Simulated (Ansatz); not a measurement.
`C[CH](C)[GeH2][CH](C)C`, relaxed with RKS PBE-D4/def2-SVP in Ansatz from a rough embedded geometry. The force threshold is 0.03 eV/Å; the program also tests the step.

Total charge 0; spin multiplicity 1.

Start:

```xyz
23

C    -2.053    0.982   -0.414
C    -0.867    0.300   -1.030
C    -1.267   -0.232   -2.392
Ge   -0.131   -1.127    0.052
C     1.231   -0.550    1.270
C     0.774    0.604    2.138
C     2.501   -0.178    0.445
H    -2.392    1.835   -0.965
H    -2.864    0.192   -0.235
H    -1.768    1.328    0.637
H    -0.054    1.031   -1.148
H    -1.579    0.602   -3.064
H    -2.061   -1.014   -2.287
H    -0.355   -0.706   -2.891
H     0.371   -2.283   -0.854
H    -1.320   -1.777    0.927
H     1.525   -1.413    1.956
H    -0.142    0.300    2.698
H     0.542    1.487    1.479
H     1.538    0.846    2.888
H     2.238    0.655   -0.204
H     2.809   -1.028   -0.174
H     3.325    0.147    1.168
```

(1) By how much does the energy fall, and how many steps does the optimiser take? (An estimate is asked.)

(2) Which bonds change most? (An estimate is asked.)

(3) Give the relaxed structure. (Best estimate.)

Answers

(1) Computed: 42.17 kJ/mol, in 5 steps, 1 of them rejected.

(2) Computed: Ge4–C5 from 1.916 to 1.994 Å; C2–Ge4 from 1.936 to 1.997 Å; Ge4–H16 from 1.613 to 1.561 Å; C1–H8 from 1.070 to 1.112 Å.

(3) Computed: 
```xyz
23

C    -1.999    1.010   -0.368
C    -0.879    0.260   -1.101
C    -1.343   -0.267   -2.464
Ge   -0.140   -1.206    0.036
C     1.267   -0.553    1.290
C     0.753    0.578    2.190
C     2.534   -0.150    0.526
H    -2.382    1.855   -0.980
H    -2.860    0.341   -0.158
H    -1.666    1.428    0.603
H    -0.028    0.960   -1.263
H    -1.736    0.558   -3.098
H    -2.162   -1.010   -2.355
H    -0.523   -0.760   -3.025
H     0.484   -2.310   -0.873
H    -1.311   -1.844    0.848
H     1.501   -1.435    1.927
H    -0.154    0.286    2.758
H     0.500    1.484    1.599
H     1.525    0.883    2.929
H     2.344    0.705   -0.158
H     2.936   -0.982   -0.087
H     3.339    0.169    1.224
```
